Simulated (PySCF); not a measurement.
Computed properties of C3H3NO3S, SMILES O=S(=O)(/C=C/C#N)O

C3H3NO3S, SMILES N#C/C=C/S(=O)(=O)O. Coordinates come from a PBE0-D3(BJ)/def2-SVP optimisation. The values are those of a single conformer. All values are computed for the isolated molecule unless a solvent is named; none is compared with measurement here.

**Structure.** All 27 harmonic modes at PBE0-D3(BJ)/def2-SVP (PySCF) are real, so it is a minimum. With heavy atoms numbered as in [N:1]#[C:2]/[CH:3]=[CH:4]/[S:5](=[O:6])(=[O:7])[OH:8], the shortest bond between them is N1–C2 at 1.159 Å and the longest C4–S5 at 1.764 Å.

**Vibrations.** The strongest infrared lines (harmonic, unscaled, degenerate partners summed) lie at 868 cm⁻¹ (249 km/mol, S 35 %, O 26 %, C 24 %, H 15 %), 3812 cm⁻¹ (210 km/mol, H 94 %), 1433 cm⁻¹ (204 km/mol, O 50 %, S 46 %). The softest mode is at 84 cm⁻¹ and the zero-point energy is 41.7 kcal/mol.

**Electronic structure.** r2SCAN/def2-TZVP (PySCF) places the frontier levels at -8.14 and -3.71 eV, a gap of 4.43 eV, and gives a dipole moment of 2.84 D. PBE/def2-TZVP (PySCF) at the same geometry gives -7.85 and -3.77 eV, so its gap is 0.35 eV narrower. An orbital gap is neither the optical nor the fundamental gap.

**Excitations.** TDDFT-PBE0/def2-SVPD (PySCF) has S1 at 5.60 eV (221 nm, f = 0.003, weak); the most intense of the 10 singlets computed lies at 5.89 eV (f = 0.18). T1 (TDA) is at 3.47 eV. TDDFT-PBE/def2-SVPD (PySCF) puts S1 at 4.43 eV. No vertical singlet excitation falls in the visible range (under 3.1 eV).

**NMR.** GIAO shifts at HF/pcSseg-1 (PySCF) (non-relativistic, atoms alike by connectivity averaged): ¹³C from 117.8 to 153.8 ppm against TMS; ¹H from 5.4 to 7.2 ppm against TMS.
